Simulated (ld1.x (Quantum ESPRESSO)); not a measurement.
# Transferability test, ultrasoft potential for Ag (Z = 47)

Ag (Z = 47), ultrasoft, made with ld1.x (Quantum ESPRESSO) 7.5 (BLYP, fully relativistic). Core [Kr], reference 4d9 5s2 5p0. Waves: 5s (bound): rcut 2.60, rcutus 2.85 bohr; 5s channel at 0.52 Ry: rcut 2.60, rcutus 2.85 bohr; 5p (bound, empty): rcut 3.00, rcutus 3.80 bohr; 5p channel at 0.85 Ry: rcut 3.00, rcutus 3.80 bohr; 4d (bound): rcut 1.55, rcutus 1.75 bohr; 4d channel at -0.25 Ry: rcut 1.55, rcutus 1.75 bohr. Local part: all-electron potential smoothed inside 3.00 bohr (lloc = -1). Core correction: a·sin(br)/r model core inside 1.50 bohr. Augmentation charge: PSQ, inside the norm-conserving radii.

Open shells are filled in proportion to 2j + 1 (rel_dist='average').

Energies are relative to the spin-unpolarised reference configuration 4d9 5s2 5p0; without spin polarisation the order of configurations can differ from experiment.

Task: Give the all-electron excitation energy and the error of the potential for: 4d10 5s1 5p0; 4d10 5s0 5p0; 4d9 5s0 5p0; 4d7 5s0 5p0; 4d9 5s1 5p1; 4d9 5s1 5p0; 4d8 5s0 5p0.

Result:

| valence configuration | charge | ΔE all-electron (eV) | error AE − PS (meV) |
| --- | --- | --- | --- |
| 4d10 5s1 5p0 | 0 | -3.925 | -49 |
| 4d10 5s0 5p0 | +1 | 3.948 | -88 |
| 4d9 5s0 5p0 | +2 | 25.990 | -73 |
| 4d7 5s0 5p0 | +4 | 113.640 | -157 |
| 4d9 5s1 5p1 | 0 | 4.494 | -5.1 |
| 4d9 5s1 5p0 | +1 | 9.109 | -11 |
| 4d8 5s0 5p0 | +3 | 62.070 | -128 |

Levels in the configuration 4d9 5s1 5p0:

| level | all-electron (eV) | pseudo (eV) |
| --- | --- | --- |
| 4d j=3/2 | -19.472 | -19.478 |
| 4d j=5/2 | -18.866 | -18.872 |
| 5s j=1/2 | -12.855 | -12.883 |
